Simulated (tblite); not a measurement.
Record of a relaxation.

C5H5BrN2Si.
SMILES with atom numbers: `[N:1]#[C:2]/[CH:3]=[CH:4]\[Si@@H:5]([C:6]#[N:7])[CH2:8][Br:9]` (hydrogens: H10 on C3; H11 on C4; H12 on Si5; H13, H14 on C8)

Computed with GFN2-xTB (tblite), gas phase: L-BFGS steps from a force-field or distance-geometry start until the largest atomic force falls under 0.01 eV/Å. 10 of its 56 geometries are shown.

Step 0: E = -673.7858 eV, largest atomic force 2.829 eV/Å
```
atom  x, y, z in Å  |  force x, y, z in eV/Å
N1      2.526   -2.135    0.344   -0.468   2.564  -1.099
C2      2.325   -1.067   -0.093    0.235  -2.201   1.068
C3      2.053    0.222   -0.594   -1.004   0.526   0.093
C4      0.901    0.906   -0.388    0.546  -0.546  -0.138
Si5    -0.580    0.366    0.627    0.781   0.988   1.330
C6     -1.804    1.791    0.827   -0.914   1.155   0.023
N7     -2.541    2.679    0.951    1.243  -1.515  -0.194
C8     -1.401   -1.121   -0.075   -0.912  -1.286  -0.443
Br9    -1.950   -0.813   -1.923   -0.049   0.041  -0.214
H10     2.815    0.675   -1.204    0.299  -0.086  -0.071
H11     0.774    1.882   -0.823    0.350   0.202  -0.264
H12    -0.050    0.006    1.963   -0.244   0.088  -0.070
H13    -0.755   -1.997   -0.098    0.050   0.056   0.029
H14    -2.313   -1.395    0.462    0.086   0.015  -0.051
```

Step 6: E = -673.9669 eV, largest atomic force 0.274 eV/Å
```
atom  x, y, z in Å  |  force x, y, z in eV/Å
N1      2.520   -2.090    0.321    0.012  -0.230   0.120
C2      2.291   -1.042   -0.081   -0.101   0.191  -0.084
C3      2.026    0.237   -0.602    0.097  -0.001  -0.009
C4      0.895    0.914   -0.396   -0.133   0.239   0.010
Si5    -0.552    0.376    0.689    0.074  -0.193  -0.173
C6     -1.782    1.782    0.813    0.199  -0.163   0.003
N7     -2.519    2.646    0.946   -0.083   0.077  -0.030
C8     -1.426   -1.144   -0.084    0.006  -0.062   0.122
Br9    -1.956   -0.811   -1.947    0.038  -0.011   0.125
H10     2.832    0.649   -1.200   -0.011  -0.040  -0.040
H11     0.821    1.890   -0.854   -0.007   0.083  -0.082
H12    -0.066    0.008    2.010   -0.044  -0.010   0.239
H13    -0.751   -2.004   -0.100   -0.170   0.127  -0.036
H14    -2.334   -1.411    0.463    0.123  -0.004  -0.167
```

Step 12: E = -673.9899 eV, largest atomic force 0.107 eV/Å
```
atom  x, y, z in Å  |  force x, y, z in eV/Å
N1      2.500   -2.082    0.328   -0.070  -0.001   0.023
C2      2.268   -1.034   -0.078   -0.023   0.095   0.006
C3      2.020    0.250   -0.604    0.017   0.006  -0.051
C4      0.898    0.948   -0.401   -0.034  -0.017   0.037
Si5    -0.522    0.356    0.699    0.000  -0.043  -0.043
C6     -1.748    1.761    0.816    0.021  -0.019  -0.007
N7     -2.499    2.617    0.928   -0.016   0.023  -0.022
C8     -1.423   -1.145   -0.078    0.040  -0.053   0.058
Br9    -1.948   -0.805   -1.930    0.011   0.072  -0.078
H10     2.830    0.635   -1.213    0.010  -0.002  -0.046
H11     0.820    1.919   -0.879   -0.013  -0.066   0.052
H12    -0.093    0.011    2.054    0.005  -0.018   0.031
H13    -0.768   -2.013   -0.108    0.012  -0.030   0.009
H14    -2.337   -1.420    0.445    0.041   0.055   0.032
```

Step 18: E = -674.0002 eV, largest atomic force 0.110 eV/Å
```
atom  x, y, z in Å  |  force x, y, z in eV/Å
N1      2.436   -2.063    0.349   -0.032   0.000   0.045
C2      2.252   -1.012   -0.073    0.013  -0.020  -0.049
C3      2.024    0.264   -0.623   -0.008  -0.006   0.009
C4      0.902    0.952   -0.393   -0.007  -0.017  -0.018
Si5    -0.502    0.331    0.708    0.017   0.083   0.070
C6     -1.726    1.742    0.814   -0.014  -0.031  -0.043
N7     -2.480    2.599    0.899    0.010   0.006  -0.005
C8     -1.402   -1.160   -0.077   -0.001   0.038  -0.001
Br9    -1.922   -0.765   -1.926    0.037  -0.008   0.026
H10     2.825    0.632   -1.254   -0.036   0.022   0.001
H11     0.794    1.919   -0.866    0.005   0.008   0.002
H12    -0.111    0.003    2.079    0.045  -0.037   0.001
H13    -0.772   -2.045   -0.112   -0.002   0.002  -0.025
H14    -2.320   -1.399    0.453   -0.026  -0.040  -0.013
```

Step 24: E = -674.0041 eV, largest atomic force 0.053 eV/Å
```
atom  x, y, z in Å  |  force x, y, z in eV/Å
N1      2.399   -2.053    0.372    0.007  -0.009   0.001
C2      2.247   -1.010   -0.082   -0.030  -0.003   0.019
C3      2.022    0.265   -0.633   -0.018  -0.009  -0.011
C4      0.900    0.950   -0.391    0.010   0.007   0.013
Si5    -0.491    0.330    0.726   -0.020  -0.015   0.006
C6     -1.726    1.732    0.801    0.010   0.011   0.034
N7     -2.473    2.596    0.883    0.001  -0.014  -0.027
C8     -1.393   -1.158   -0.069   -0.023  -0.005  -0.048
Br9    -1.898   -0.748   -1.921    0.022   0.013   0.025
H10     2.812    0.640   -1.272   -0.007  -0.003  -0.009
H11     0.788    1.919   -0.860   -0.002   0.013  -0.002
H12    -0.096   -0.014    2.094    0.027   0.006  -0.024
H13    -0.773   -2.049   -0.119    0.035   0.018   0.027
H14    -2.317   -1.402    0.449   -0.012  -0.010  -0.006
```

Step 31: E = -674.0065 eV, largest atomic force 0.033 eV/Å
```
atom  x, y, z in Å  |  force x, y, z in eV/Å
N1      2.377   -2.048    0.386    0.003  -0.005  -0.015
C2      2.229   -1.011   -0.082   -0.008   0.000   0.023
C3      2.009    0.263   -0.640   -0.010  -0.010  -0.011
C4      0.894    0.953   -0.386    0.002   0.010  -0.003
Si5    -0.490    0.327    0.737    0.013  -0.021  -0.003
C6     -1.720    1.729    0.811   -0.023   0.018   0.000
N7     -2.472    2.590    0.859   -0.017   0.018   0.008
C8     -1.391   -1.157   -0.069    0.021  -0.002   0.026
Br9    -1.872   -0.728   -1.918    0.007  -0.003  -0.021
H10     2.795    0.634   -1.287    0.001  -0.019   0.000
H11     0.783    1.924   -0.852   -0.012   0.008   0.000
H12    -0.067   -0.024    2.092    0.009   0.000   0.018
H13    -0.757   -2.039   -0.111   -0.005   0.000  -0.012
H14    -2.319   -1.413    0.437    0.018   0.009  -0.009
```

Step 37: E = -674.0072 eV, largest atomic force 0.020 eV/Å
```
atom  x, y, z in Å  |  force x, y, z in eV/Å
N1      2.373   -2.050    0.386   -0.003   0.005   0.001
C2      2.220   -1.012   -0.077   -0.008  -0.010  -0.016
C3      2.001    0.260   -0.641   -0.002   0.003   0.011
C4      0.890    0.957   -0.386   -0.002   0.001   0.013
Si5    -0.489    0.329    0.744   -0.004   0.000  -0.005
C6     -1.724    1.731    0.816    0.001  -0.008  -0.002
N7     -2.476    2.593    0.855    0.002  -0.006   0.012
C8     -1.383   -1.155   -0.068    0.006   0.003   0.005
Br9    -1.858   -0.725   -1.920    0.011   0.000  -0.006
H10     2.789    0.622   -1.292   -0.013  -0.002  -0.002
H11     0.777    1.928   -0.851    0.009  -0.014  -0.010
H12    -0.055   -0.025    2.095   -0.013   0.012  -0.004
H13    -0.751   -2.039   -0.113    0.009   0.009   0.001
H14    -2.314   -1.413    0.431    0.007   0.007   0.002
```

Step 43: E = -674.0077 eV, largest atomic force 0.035 eV/Å
```
atom  x, y, z in Å  |  force x, y, z in eV/Å
N1      2.365   -2.053    0.385   -0.010  -0.018   0.003
C2      2.209   -1.016   -0.079    0.013   0.003   0.006
C3      1.994    0.257   -0.641    0.004  -0.006  -0.013
C4      0.889    0.961   -0.381   -0.004  -0.011  -0.021
Si5    -0.489    0.332    0.748   -0.008   0.032   0.011
C6     -1.729    1.729    0.818    0.007  -0.003   0.006
N7     -2.480    2.592    0.859   -0.005  -0.006   0.008
C8     -1.374   -1.153   -0.069   -0.006   0.003  -0.023
Br9    -1.839   -0.722   -1.924    0.007  -0.001   0.011
H10     2.778    0.611   -1.298    0.008   0.007  -0.012
H11     0.776    1.927   -0.855    0.005   0.011   0.008
H12    -0.054   -0.019    2.099   -0.012   0.006   0.008
H13    -0.740   -2.035   -0.113    0.011  -0.005   0.014
H14    -2.306   -1.410    0.427   -0.008  -0.013  -0.006
```

Step 49: E = -674.0086 eV, largest atomic force 0.050 eV/Å
```
atom  x, y, z in Å  |  force x, y, z in eV/Å
N1      2.348   -2.064    0.383   -0.007   0.027  -0.007
C2      2.198   -1.025   -0.081   -0.005  -0.006  -0.014
C3      1.984    0.247   -0.647    0.003  -0.001  -0.008
C4      0.885    0.960   -0.383    0.021   0.006   0.011
Si5    -0.491    0.344    0.755    0.021  -0.041  -0.019
C6     -1.737    1.732    0.826   -0.014   0.029   0.005
N7     -2.495    2.588    0.877   -0.020   0.011   0.003
C8     -1.359   -1.147   -0.071    0.002  -0.008   0.032
Br9    -1.803   -0.720   -1.930    0.003  -0.002  -0.011
H10     2.763    0.597   -1.315    0.008  -0.015   0.008
H11     0.780    1.927   -0.857   -0.005  -0.006   0.004
H12    -0.064   -0.001    2.110   -0.002   0.003   0.004
H13    -0.716   -2.024   -0.103   -0.006   0.009   0.000
H14    -2.295   -1.413    0.413    0.001  -0.006  -0.007
```

Step 55: E = -674.0090 eV, largest atomic force 0.009 eV/Å
```
atom  x, y, z in Å  |  force x, y, z in eV/Å
N1      2.338   -2.066    0.382   -0.001  -0.006  -0.001
C2      2.192   -1.028   -0.086   -0.008   0.002   0.000
C3      1.982    0.243   -0.653    0.001   0.003   0.000
C4      0.887    0.961   -0.381   -0.003   0.001   0.001
Si5    -0.490    0.348    0.757   -0.005   0.006   0.001
C6     -1.741    1.736    0.830    0.003  -0.005  -0.004
N7     -2.504    2.587    0.885    0.002  -0.004   0.001
C8     -1.353   -1.147   -0.070    0.001   0.002   0.002
Br9    -1.786   -0.720   -1.933    0.002  -0.006   0.001
H10     2.760    0.588   -1.322    0.004   0.003  -0.004
H11     0.781    1.928   -0.856    0.005   0.005   0.006
H12    -0.069    0.006    2.115    0.001   0.001  -0.006
H13    -0.707   -2.021   -0.099   -0.003  -0.002   0.002
H14    -2.292   -1.417    0.407    0.001   0.001   0.001
```

**Question.** Summarise the path.

**Answer.** The energy falls by 21.54 kJ/mol from step 0 to step 55; nine tenths of that is first reached at step 11. It rises by more than 0.2 meV at step 1. The largest force goes from 2.829 to 0.009 eV/Å. Among the bonds Si5–C8 changes most, from 1.838 to 1.913 Å; the atoms move by 0.124 Å rms after alignment.

The cost below is that of the whole relaxation. On Intel Xeon at 2.70 GHz, one thread (shared host), this took 0.63 s wall.
